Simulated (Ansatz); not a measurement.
C4H12F2N2Si (`CN(C)[Si](F)(F)N(C)C`) at its PBE0-D4/def2-TZVP geometry, where that method's forces vanish. Total charge 0; spin multiplicity 1.

```tsv
atom	x (Å)	y (Å)	z (Å)
C1	0.8596	-1.4858	-1.0892
N2	0.1831	-0.2397	-1.3671
C3	0.3950	0.2442	-2.7125
Si4	-0.9570	0.4022	-0.2995
F5	-2.3765	-0.3239	-0.2991
F6	-1.2850	1.8634	-0.8469
N7	-0.4091	0.3341	1.2964
C8	-1.2691	0.1259	2.4393
C9	0.9350	0.7286	1.6504
H10	0.5161	-2.2906	-1.7524
H11	1.9432	-1.3798	-1.2278
H12	0.6804	-1.7971	-0.0587
H13	0.0265	-0.4693	-3.4614
H14	-0.1167	1.1937	-2.8644
H15	1.4647	0.4003	-2.9009
H16	-0.8575	-0.6532	3.0932
H17	-2.2616	-0.1902	2.1208
H18	-1.3744	1.0405	3.0379
H19	1.4117	-0.0341	2.2794
H20	1.5449	0.8563	0.7546
H21	0.9467	1.6746	2.2077
```

**Question.** For each bond, give half the difference of the two atoms' forces along it (eV/Å; positive pushes the atoms apart) under PBE-D4, r2SCAN-D4, B3LYP-D4, ωB97M-V in def2-TZVPP. (Best estimate.)

**Answer.** Ansatz gave: 
```tsv
bond	length (Å)	PBE-D4	r2SCAN-D4	B3LYP-D4	ωB97M-V
C1–N2	1.445	0.04	0.17	0.22	0.20
C1–H10	1.098	0.10	-0.03	-0.08	-0.10
C1–H11	1.098	0.10	-0.03	-0.09	-0.09
C1–H12	1.091	0.09	-0.04	-0.11	-0.08
N2–Si4	1.689	-0.04	-0.12	-0.11	-0.15
C3–H13	1.098	0.11	-0.03	-0.07	-0.10
C3–H15	1.097	0.10	-0.03	-0.08	-0.09
Si4–F5	1.594	0.42	0.04	0.13	0.13
Si4–F6	1.594	0.42	0.04	0.13	0.13
N7–C8	1.445	0.04	0.17	0.22	0.21
C8–H16	1.097	0.10	-0.03	-0.08	-0.09
C8–H17	1.089	0.09	-0.06	-0.11	-0.09
C8–H18	1.098	0.11	-0.03	-0.07	-0.10
C9–H21	1.098	0.10	-0.03	-0.08	-0.10
```

B3LYP here is the variant with VWN-RPA as its local correlation; programs differ in this.
